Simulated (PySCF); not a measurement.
Species: CH7NOSi2.
Bonds: O1–C2 (double), C2–N3, N3–Si4, Si4–Si5. Hydrogens: H6 on C2; H7 on N3; H8, H9 on Si4; H10, H11, H12 on Si5.

The same species was optimised twice, with GFN2-xTB and with PBE0-D3(BJ)/def2-SVP (PySCF), and the same property calculations (PySCF, gas phase) were run on both structures.

```
       coordinate  GFN2-xTB  PBE0-D3(BJ)/def2-SVP  change
      Si4–Si5 (Å)     2.308                 2.339  +0.031
      Si5–H10 (Å)     1.460                 1.489  +0.029
      Si5–H11 (Å)     1.460                 1.489  +0.029
        C2–N3 (Å)     1.332                 1.360  +0.028
       Si4–H8 (Å)     1.471                 1.496  +0.025
       Si4–H9 (Å)     1.472                 1.496  +0.024
      Si5–H12 (Å)     1.485                 1.503  +0.018
        C2–H6 (Å)     1.105                 1.116  +0.011
        N3–H7 (Å)     1.007                 1.015  +0.008
       N3–Si4 (Å)     1.782                 1.787  +0.005
        O1=C2 (Å)     1.213                 1.212  -0.001
   Si5–Si4–H9 (°)     120.7                 112.4    -8.3
   Si5–Si4–H8 (°)     120.8                 112.6    -8.2
    N3–Si4–H8 (°)     100.9                 107.6    +6.7
    N3–Si4–H9 (°)     100.8                 107.5    +6.7
   N3–Si4–Si5 (°)     105.0                 109.6    +4.6
  H11–Si5–H12 (°)     104.4                 107.6    +3.2
  H10–Si5–H12 (°)     104.5                 107.6    +3.1
  Si4–Si5–H10 (°)     114.1                 111.4    -2.7
 O1–C2–N3–Si4 (°)         0                     0       0
C2–N3–Si4–Si5 (°)         0                     0       0
```

Rotational constants: A = 4033, B = 2867, C = 1742 MHz (GFN2-xTB) against A = 4045, B = 2519, C = 1612 MHz (PBE0-D3(BJ)/def2-SVP). Point groups within 0.08 Å: Cs and Cs. Atoms that the bonding makes alike are paired by their places after alignment.

On the GFN2-xTB structure: lowest singlet, TDDFT (eV) 5.80 [wB97X-D/def2-SVPD]; isotropic polarisability (au) 78.7 [wB97X-D/def2-SVPD]; HOMO (eV) -9.55 [wB97X-D/def2-SVPD]; LUMO (eV) 1.46 [wB97X-D/def2-SVPD]; dipole (D) 3.50 [wB97X-D/def2-SVPD]; HOMO (eV) -7.66 [PBE0/pcSseg-1]; LUMO (eV) -0.14 [PBE0/pcSseg-1]; dipole (D) 3.51 [PBE0/pcSseg-1]; GIAO shielding of O1 (ppm) -82.0 [PBE0/pcSseg-1]; GIAO shielding of C2 (ppm) 18.2 [PBE0/pcSseg-1]; GIAO shielding of N3 (ppm) 146.6 [PBE0/pcSseg-1]; GIAO shielding of Si4 (ppm) 416.2 [PBE0/pcSseg-1]; GIAO shielding of Si5 (ppm) 473.2 [PBE0/pcSseg-1]; O1s of O1 (eV) 537.37 [delta-SCF UKS SCAN, pcX-2 on the ionised atom, pcseg-1 elsewhere, spin-free X2C]; C1s of C2 (eV) 293.96 [delta-SCF UKS SCAN, pcX-2 on the ionised atom, pcseg-1 elsewhere, spin-free X2C]; N1s of N3 (eV) 405.61 [delta-SCF UKS SCAN, pcX-2 on the ionised atom, pcseg-1 elsewhere, spin-free X2C]; Si1s of Si4 (eV) 1846.75 [delta-SCF UKS SCAN, pcX-2 on the ionised atom, pcseg-1 elsewhere, spin-free X2C]; Si2p of Si4 (eV) 107.22 [delta-SCF UKS SCAN, pcX-2 on the ionised atom, pcseg-1 elsewhere, spin-free X2C]; Si1s of Si5 (eV) 1845.97 [delta-SCF UKS SCAN, pcX-2 on the ionised atom, pcseg-1 elsewhere, spin-free X2C]; Si2p of Si5 (eV) 106.45 [delta-SCF UKS SCAN, pcX-2 on the ionised atom, pcseg-1 elsewhere, spin-free X2C].

Task: What do these properties become on the PBE0-D3(BJ)/def2-SVP structure?

Result: 
```json
{"property": "lowest singlet, TDDFT (eV)", "level": "wB97X-D/def2-SVPD", "on GFN2-xTB": "5.80", "on PBE0-D3(BJ)/def2-SVP": "5.64", "change": "-0.16"}
{"property": "isotropic polarisability (au)", "level": "wB97X-D/def2-SVPD", "on GFN2-xTB": "78.7", "on PBE0-D3(BJ)/def2-SVP": "80.9", "change": "+2.2"}
{"property": "HOMO (eV)", "level": "wB97X-D/def2-SVPD", "on GFN2-xTB": "-9.55", "on PBE0-D3(BJ)/def2-SVP": "-9.68", "change": "-0.13"}
{"property": "LUMO (eV)", "level": "wB97X-D/def2-SVPD", "on GFN2-xTB": "1.46", "on PBE0-D3(BJ)/def2-SVP": "1.62", "change": "+0.16"}
{"property": "dipole (D)", "level": "wB97X-D/def2-SVPD", "on GFN2-xTB": "3.50", "on PBE0-D3(BJ)/def2-SVP": "3.39", "change": "-0.11"}
{"property": "energy, GFN2-xTB geometry as zero (kcal/mol)", "level": "wB97X-D/def2-SVPD", "on GFN2-xTB": "0.0", "on PBE0-D3(BJ)/def2-SVP": "-4.9", "change": "-4.9"}
{"property": "HOMO (eV)", "level": "PBE0/pcSseg-1", "on GFN2-xTB": "-7.66", "on PBE0-D3(BJ)/def2-SVP": "-7.76", "change": "-0.10"}
{"property": "LUMO (eV)", "level": "PBE0/pcSseg-1", "on GFN2-xTB": "-0.14", "on PBE0-D3(BJ)/def2-SVP": "0.08", "change": "+0.22"}
{"property": "dipole (D)", "level": "PBE0/pcSseg-1", "on GFN2-xTB": "3.51", "on PBE0-D3(BJ)/def2-SVP": "3.38", "change": "-0.13"}
{"property": "energy, GFN2-xTB geometry as zero (kcal/mol)", "level": "PBE0/pcSseg-1", "on GFN2-xTB": "0.0", "on PBE0-D3(BJ)/def2-SVP": "-4.4", "change": "-4.4"}
{"property": "GIAO shielding of O1 (ppm)", "level": "PBE0/pcSseg-1", "on GFN2-xTB": "-82.0", "on PBE0-D3(BJ)/def2-SVP": "-104.5", "change": "-22.5"}
{"property": "GIAO shielding of C2 (ppm)", "level": "PBE0/pcSseg-1", "on GFN2-xTB": "18.2", "on PBE0-D3(BJ)/def2-SVP": "17.3", "change": "-0.9"}
{"property": "GIAO shielding of N3 (ppm)", "level": "PBE0/pcSseg-1", "on GFN2-xTB": "146.6", "on PBE0-D3(BJ)/def2-SVP": "147.4", "change": "+0.8"}
{"property": "GIAO shielding of Si4 (ppm)", "level": "PBE0/pcSseg-1", "on GFN2-xTB": "416.2", "on PBE0-D3(BJ)/def2-SVP": "410.0", "change": "-6.2"}
{"property": "GIAO shielding of Si5 (ppm)", "level": "PBE0/pcSseg-1", "on GFN2-xTB": "473.2", "on PBE0-D3(BJ)/def2-SVP": "456.5", "change": "-16.7"}
{"property": "O1s of O1 (eV)", "level": "delta-SCF UKS SCAN, pcX-2 on the ionised atom, pcseg-1 elsewhere, spin-free X2C", "on GFN2-xTB": "537.37", "on PBE0-D3(BJ)/def2-SVP": "537.39", "change": "+0.02"}
{"property": "C1s of C2 (eV)", "level": "delta-SCF UKS SCAN, pcX-2 on the ionised atom, pcseg-1 elsewhere, spin-free X2C", "on GFN2-xTB": "293.96", "on PBE0-D3(BJ)/def2-SVP": "294.05", "change": "+0.09"}
{"property": "N1s of N3 (eV)", "level": "delta-SCF UKS SCAN, pcX-2 on the ionised atom, pcseg-1 elsewhere, spin-free X2C", "on GFN2-xTB": "405.61", "on PBE0-D3(BJ)/def2-SVP": "405.64", "change": "+0.03"}
{"property": "Si1s of Si4 (eV)", "level": "delta-SCF UKS SCAN, pcX-2 on the ionised atom, pcseg-1 elsewhere, spin-free X2C", "on GFN2-xTB": "1846.75", "on PBE0-D3(BJ)/def2-SVP": "1846.87", "change": "+0.12"}
{"property": "Si2p of Si4 (eV)", "level": "delta-SCF UKS SCAN, pcX-2 on the ionised atom, pcseg-1 elsewhere, spin-free X2C", "on GFN2-xTB": "107.22", "on PBE0-D3(BJ)/def2-SVP": "107.28", "change": "+0.06"}
{"property": "Si1s of Si5 (eV)", "level": "delta-SCF UKS SCAN, pcX-2 on the ionised atom, pcseg-1 elsewhere, spin-free X2C", "on GFN2-xTB": "1845.97", "on PBE0-D3(BJ)/def2-SVP": "1846.11", "change": "+0.14"}
{"property": "Si2p of Si5 (eV)", "level": "delta-SCF UKS SCAN, pcX-2 on the ionised atom, pcseg-1 elsewhere, spin-free X2C", "on GFN2-xTB": "106.45", "on PBE0-D3(BJ)/def2-SVP": "106.59", "change": "+0.14"}
```

The heavy atoms differ by 0.103 Å rms after alignment. Among all bonds Si4–Si5 changes most (+0.031 Å). Changes are differences of the printed values. Neither structure is proved a minimum here.

The values belong to the conformer `[O:1]=[CH:2][NH:3][SiH2:4][SiH3:5]`: O1–C2–N3–Si4 0°, C2–N3–Si4–Si5 0°.

The pairwise dispersion term of wB97X-D wasn't added to the energies; at a given geometry it leaves orbitals and properties as they are.
